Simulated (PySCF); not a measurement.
How methods differ on the ionisation energy of S⁺

S⁺ [Ne] 3s2 3p3 (4S) → S²⁺ [Ne] 3s2 3p2 (3P), as a difference of total energies. All numbers are calculated (PySCF 2.14, the non-relativistic Hamiltonian (point nucleus), in dyall-acv3z). Correlated levels: valence: [Ne] frozen; valence and next inner shell: 1s2 frozen; virtual orbitals above 40 to 60 times the deepest correlated orbital energy dropped. The calculations carry no spin-orbit coupling.

Problem. Order these methods by the ionisation energy they give, lowest first.
A. r2SCANh
B. SCS-MP2 (valence)
C. TPSS
D. LDA

Solution. B (23.163 eV), C (23.365 eV), D (23.405 eV), A (23.527 eV).

A first-order spin-orbit estimate (lowest level to lowest level, LS coupling) adds -0.061 eV.

Errors of the correlated levels include the incompleteness of this basis and the frozen core.

For comparison: 23.338 eV (measured; NIST Atomic Spectra Database, ionization energies).
